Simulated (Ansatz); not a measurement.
Relaxation of H3SeSi (5 atoms, charge -1, multiplicity 1), to a largest force component of 0.02 eV/Å in at most 40 steps.

Computed with Ansatz, RKS revPBE-D4/def2-SVP.

```xyz
5
Properties=species:S:1:pos:R:3
Si 0.236 -1.251 0.248
Se 0.854 1.163 -0.013
H -0.954 -1.016 1.109
H -0.522 -1.358 -1.027
H 0.387 2.463 -0.316
```

Problem. Where does it end, and by what steps?

Solution. The run converged. Limits of this set-up: an anion without diffuse functions, the dipole of an ion depends on the origin. After 6 steps the energy has fallen by 0.873 eV; H5 moved furthest, 0.65 Å.

```
step  energy less start (eV)  largest force component (eV/Å)  accepted
   0                  0.0000                           2.588       yes
   1                 -0.5983                           0.711       yes
   2                 -0.7629                           0.565       yes
   3                 -0.8456                           0.293       yes
   4                 -0.8567                           0.512       yes
   5                 -0.8723                           0.128       yes
   6                 -0.8732                           0.003       yes
```

```xyz
5
Properties=species:S:1:pos:R:3
Si 0.284 -1.157 0.243
Se 1.204 1.109 0.066
H -0.969 -0.765 1.094
H -0.526 -1.116 -1.096
H 0.008 1.930 -0.308
```

Run time: 6.7 s on 1 CPU thread of a shared host.
